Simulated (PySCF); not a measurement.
Species: 4-(aminomethyl)pyridine, C6H8N2.
InChI=1S/C6H8N2/c7-5-6-1-3-8-4-2-6/h1-4H,5,7H2

Torsions of this conformer, `[NH2:1][CH2:2][c:3]1[cH:4][cH:5][n:6][cH:7][cH:8]1`: N1–C2–C3–C4 -87°, H–N1–C2–C3 -60°, H–N1–C2–C3 59°.

The closed-shell ground state was solved at several levels (PySCF, density fitting, gas phase, non-relativistic). Isolated species at its GFN2-xTB geometry (one conformer only).

```tsv
level	basis functions	total energy (Eh)	HOMO (eV)	LUMO (eV)	gap (eV)	dipole (D)
wB97X-D/def2-SVPD	224	-342.5962	-8.99	0.89	9.88	1.24
PBE0/pcSseg-1	176	-342.4998	-6.99	-0.78	6.21	1.25
```

What might B3LYP/pcJ-1 (296 basis functions) give for the same quantities?

Total energy -342.9623 Eh, HOMO -6.71 eV, LUMO -0.94 eV, gap 5.77 eV, dipole 1.23 D.

Over all these levels, which gives the widest orbital gap and which the narrowest?

wB97X-D/def2-SVPD (range-separated hybrid) has the widest, 9.88 eV, and B3LYP/pcJ-1 (global hybrid, 20 % exact exchange) the narrowest, 5.77 eV. Functional and basis both differ between the two, so the spread mixes both effects.

How far do the dipole and the HOMO energy spread over the levels?

The dipole runs from 1.23 to 1.25 D (mean 1.24 D) and the HOMO from -8.99 to -6.71 eV.

The pairwise dispersion term of wB97X-D wasn't added to the energies; at a given geometry it leaves orbitals and properties as they are.
